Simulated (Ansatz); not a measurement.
Relaxation of C₂H₈B₂O₂S (15 atoms, charge 0, multiplicity 1), to a largest force component of 0.02 eV/Å in at most 50 steps.

Theory: RKS PBE-D4/STO-3G (Ansatz 0.2.0).

```xyz
15
Properties=species:S:1:pos:R:3
B -1.951 0.631 1.102
O -0.535 0.534 1.212
C 0.036 0.042 0.008
C -0.197 -1.437 -0.204
O -0.311 0.779 -1.132
B 1.661 0.185 0.204
S 2.863 -0.252 -1.202
H -2.669 -0.198 1.402
H -2.465 1.712 0.760
H 0.283 -1.854 -1.052
H -0.024 -2.045 0.722
H -1.335 -1.568 -0.393
H -0.232 1.775 -0.916
H 2.081 0.604 1.233
H 2.772 1.040 -1.713
```

Q: Where does it end, and by what steps?

A: The run converged. Limits of this set-up: minimal basis. After 29 steps the energy has fallen by 3.901 eV; H15 moved furthest, 1.65 Å. Joined: O5–B6.

| step | energy less start (eV) | largest force component (eV/Å) | accepted |
| --- | --- | --- | --- |
| 0 | 0.0000 | 5.319 | yes |
| 2 | -1.2419 | 1.129 | yes |
| 4 | -2.0161 | 2.259 | yes |
| 6 | -2.7868 | 1.272 | yes |
| 8 | -3.3117 | 0.620 | yes |
| 10 | -3.6152 | 1.592 | yes |
| 12 | -3.7404 | 0.793 | yes |
| 14 | -3.7981 | 0.307 | yes |
| 16 | -3.8475 | 0.318 | yes |
| 18 | -3.8796 | 0.262 | yes |
| 20 | -3.8882 | 0.201 | yes |
| 22 | -3.8955 | 0.106 | yes |
| 24 | -3.8981 | 0.074 | yes |
| 26 | -3.9000 | 0.049 | yes |
| 28 | -3.9007 | 0.041 | yes |
| 29 | -3.9009 | 0.019 | yes |

```xyz
15
Properties=species:S:1:pos:R:3
B -1.705 0.527 1.605
O -1.164 0.855 0.399
C -0.108 0.007 -0.187
C -0.569 -1.434 -0.511
O 0.258 0.766 -1.501
B 1.377 0.567 -0.198
S 2.744 -0.543 -0.549
H -1.380 -0.433 2.214
H -2.532 1.274 1.994
H 0.195 -1.927 -1.141
H -0.666 -2.001 0.436
H -1.543 -1.441 -1.038
H -0.190 1.683 -1.285
H 1.554 1.623 0.289
H 3.709 0.426 -0.498
```

Time of the run: 2.1 min on 1 thread of Arm Neoverse V2, on a shared host, peak memory 0.16 GiB.
